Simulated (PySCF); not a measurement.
BHO, SMILES B=O. Atoms are numbered in the order given.

```xyz
3

H      0.0000     0.0000    -1.7737
B      0.0000     0.0000    -0.6009
O      0.0000     0.0000     0.5973
```
Charge 0, spin multiplicity 1.

Geometry optimised at PBE0-D3(BJ)/def2-TZVPD.

Level of theory: CAM-B3LYP/def2-TZVPD (PySCF).

Mulliken values depend strongly on the basis, most of all with diffuse functions as here. ESP charges are fitted to the potential on shells at 1.4 to 2.0 van der Waals radii. Atomic charges (e):

| atom | ESP fit | Mulliken | IAO |
|---|---|---|---|
| H1 | 0.03 | 0.05 | 0.05 |
| B2 | 0.43 | 0.23 | 0.36 |
| O3 | -0.47 | -0.28 | -0.40 |
